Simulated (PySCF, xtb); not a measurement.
CH₃O₃S, SMILES CS(=O)(=O)[O-], charge -1.

Harmonic wavenumbers (cm⁻¹) from xtb with GFN2-xTB at its own minimum, in rising order: 118, 280, 280, 474, 474, 491, 667, 797, 797, 982, 1154, 1154, 1216, 1459, 1459, 3057, 3080, 3081.

Q: What does PySCF 2.14.0 with PBE0-D3(BJ)/def2-SVPD give at its own minimum? (Estimate from the structure and the level; the computed values follow.)

A: 205, 309, 309, 489, 489, 529, 740, 931, 931, 1016, 1202, 1202, 1270, 1421, 1421, 3059, 3181, 3181. Paired by order, the mean absolute difference is 56 cm⁻¹ and the zero-point energies are 30.0 and 31.3 kcal/mol.
